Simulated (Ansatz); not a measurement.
Cr(SH)2 (CrH₂S₂). Charge 0, multiplicity 1. Geometry PBE-D4/def2-TZVP.

```xyz
5

Cr   -0.1442   -0.0193   -0.0755
S     0.2813    1.5363    1.0610
H    -1.2398   -0.8034    0.7699
S     1.3351   -1.3171   -0.2188
H    -0.2325    0.6034   -1.5367
```

The restricted singlet is unstable towards broken spin symmetry in Hartree–Fock (as tested in another run); at HF/STO-3G, PBE-D4/def2-TZVP, BLYP-D4/def2-TZVP, PBE0-D4/def2-TZVP and others this wasn't settled. At PBE0-D4/def2-TZVP a quintet of charge 0 lies 3.21 eV below the restricted singlet, each at its own geometry.

Problem. Estimate the orbital energies around the gap (eV) in Ansatz with HF/STO-3G, PBE-D4/def2-TZVP, BLYP-D4/def2-TZVP, PBE0-D4/def2-TZVP, r2SCAN0-D4/def2-TZVP.

Solution. 
| orbital | HF/STO-3G | PBE-D4/def2-TZVP | BLYP-D4/def2-TZVP | PBE0-D4/def2-TZVP | r2SCAN0-D4/def2-TZVP |
| --- | --- | --- | --- | --- | --- |
| HOMO−13 | -101.37 | -76.24 | -75.98 | -82.38 | -84.45 |
| HOMO−12 | -67.91 | -48.89 | -48.69 | -53.35 | -54.60 |
| HOMO−11 | -67.82 | -48.81 | -48.62 | -53.29 | -54.56 |
| HOMO−10 | -67.70 | -48.56 | -48.38 | -53.04 | -54.29 |
| HOMO−9 | -22.95 | -17.47 | -17.29 | -19.67 | -20.14 |
| HOMO−8 | -22.14 | -17.08 | -16.91 | -19.24 | -19.70 |
| HOMO−7 | -13.02 | -8.97 | -8.83 | -10.45 | -10.73 |
| HOMO−6 | -11.66 | -8.73 | -8.57 | -10.18 | -10.41 |
| HOMO−5 | -10.54 | -8.60 | -8.44 | -10.04 | -10.30 |
| HOMO−4 | -9.89 | -8.30 | -8.10 | -9.79 | -10.10 |
| HOMO−3 | -8.45 | -8.13 | -8.03 | -9.43 | -9.60 |
| HOMO−2 | -8.18 | -8.01 | -7.82 | -9.15 | -9.31 |
| HOMO−1 | -7.29 | -7.77 | -7.58 | -8.88 | -9.07 |
| HOMO | -7.22 | -6.78 | -6.60 | -7.82 | -7.98 |
| LUMO | 3.17 | -5.20 | -5.06 | -4.12 | -4.06 |
| LUMO+1 | 4.28 | -4.61 | -4.46 | -3.76 | -3.76 |
| LUMO+2 | 4.98 | -3.77 | -3.64 | -3.06 | -3.09 |
| LUMO+3 | 6.10 | -3.55 | -3.45 | -2.90 | -2.96 |
| LUMO+4 | 6.35 | -2.96 | -2.86 | -2.27 | -2.26 |
| LUMO+5 | 14.31 | 0.61 | 0.61 | 1.14 | 1.64 |
